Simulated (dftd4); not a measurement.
C₂H₆Zn, charge -1, doublet, at a GFN2-xTB geometry (such geometries of metal compounds can be far from the true shape) (a state made from the parent by changing its charge; the spin is typed, not shown lowest); D4 for tpss run with dftd4 4.2.0.

dftd4 was given this input:
```
$ dftd4 mol.xyz --func tpss --charge -1 --json dftd4.json --noedisp --grad

# file mol.xyz
9

Zn     0.17759845    -0.49094132     0.13229608
C      1.32147960     0.97021973    -1.47352980
H      2.31271718     0.65165162    -1.82828766
H      1.45764629     1.96698810    -1.03361241
H      0.70453769     1.11057171    -2.37174891
C     -1.85600265     0.51046515     1.07390291
H     -2.76985616    -0.08881283     0.94903778
H     -2.04018173     1.46487311     0.56600317
H     -1.78567864     0.73885854     2.14748685
```

The log (banner, timings and long lists left out):

```
                    ____  _____ _____     ____  _  _
      -------------|  _ \|  ___|_   _|---|  _ \| || |------------
     |             | | | | |_    | | ___ | | | | || |_           |
     |             | |_| |  _|   | ||___|| |_| |__   _|          |
     |             |____/|_|     |_|     |____/   |_|            |
     |             ===================================           |
     |            E. Caldeweyher, S. Ehlert & S. Grimme          |
     |          Mulliken Center for Theoretical Chemistry        |
     |                    University of Bonn                     |
      -----------------------------------------------------------

Rational (Becke-Johnson) damping: tpss-D4-ATM
---------------------
  s6         1.0000
  s8         1.7660
  s9         1.0000
  a1         0.4282
  a2         4.5426
 alp        16.0000
--------------------

Dispersion energy:      -8.4758489796783E-03 Eh

Gradient norm:           1.5425847740712E-02 Eh/a0
--------------------------------------------------
     #    Z           dE/dx      dE/dy      dE/dz
--------------------------------------------------
     1   30 Zn   -3.127E-03  8.666E-03 -2.340E-03
     2    6 C    -3.897E-03 -5.220E-03  5.600E-03
     3    1 H    -1.001E-05  8.038E-05 -4.770E-05
     4    1 H     7.386E-05 -8.837E-06 -1.178E-04
     5    1 H     1.142E-04  4.697E-05 -2.486E-05
     6    6 C     7.090E-03 -3.625E-03 -3.212E-03
     7    1 H    -3.209E-05  7.635E-05  5.340E-05
     8    1 H    -1.156E-04 -3.775E-05  1.120E-04
     9    1 H    -9.653E-05  2.216E-05 -2.229E-05
--------------------------------------------------

Virial:
--------------------------------------------------
      component           x          y          z
--------------------------------------------------
          x      -3.440E-02  2.648E-03  2.326E-02
          y       2.648E-03 -2.103E-02  9.061E-03
          z       2.326E-02  9.061E-03 -2.207E-02
--------------------------------------------------

[Info] Dispersion results written to 'dftd4.txt'
[Info] JSON dump of results written to 'dftd4.json'
```
